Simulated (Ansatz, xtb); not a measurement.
FGaH2SiSn: where a starting geometry ends

The starting geometry of this gas-phase singlet was built from a drawn formula by distance geometry; its bonds are those of `F[Si]#[Sn][GaH2]`.

```xyz
6

F    -4.3308    3.7137    1.1076
Ga   -2.6990   -1.9216   -1.6093
Si   -3.9014    2.2456    0.3317
Sn   -3.3659    0.3817   -0.5548
H    -1.9362   -3.1865   -1.1495
H    -3.8882   -2.3852   -2.3691
```

**Question.** Predict what it relaxes into with r2SCAN-D4/def2-SVP.

**Answer.** A new bond forms, giving a structure given below by its coordinates. Distances that change by over a tenth: Si3–Sn4 (2.13 → 2.38 Å). Contacts that close: Ga2–Si3 (4.75 → 2.47 Å).

The energy falls by 3.07 eV over 32 steps:

```json
{"step": "1", "E − E(last) (eV)": "3.073"}
{"step": "4", "E − E(last) (eV)": "1.351"}
{"step": "8", "E − E(last) (eV)": "1.035"}
{"step": "11", "E − E(last) (eV)": "0.989"}
{"step": "15", "E − E(last) (eV)": "0.928"}
{"step": "18", "E − E(last) (eV)": "0.841"}
{"step": "22", "E − E(last) (eV)": "0.522"}
{"step": "25", "E − E(last) (eV)": "0.123"}
{"step": "29", "E − E(last) (eV)": "0.001"}
{"step": "32", "E − E(last) (eV)": "0.000"}
```

Final geometry (Å):

```yaml
atoms:
  - { symbol: F, position_ang: [-2.4343, 1.8392, 0.5100] }
  - { symbol: Ga, position_ang: [-3.1662, -1.0234, -1.1804] }
  - { symbol: Si, position_ang: [-3.7677, 1.0638, 0.0014] }
  - { symbol: Sn, position_ang: [-5.7175, -0.0752, -0.7437] }
  - { symbol: H, position_ang: [-1.6754, -0.5996, -0.8710] }
  - { symbol: H, position_ang: [-3.3605, -2.3572, -1.9598] }
```

From the same start GFN2-xTB ends elsewhere, differing in F1–Ga2 (1.81 against 3.40 Å here), F1–Si3 (2.97 against 1.62 Å here), Ga2–H6 (3.23 against 1.56 Å here), Sn4–H6 (1.81 against 3.50 Å here).

The end wasn't checked by frequencies. Atoms past krypton carry core potentials, without spin–orbit terms. Run with Ansatz 0.2.0, 77 s on 1 thread of Intel(R) Xeon(R) 6975P-C (Granite Rapids) (shared host).
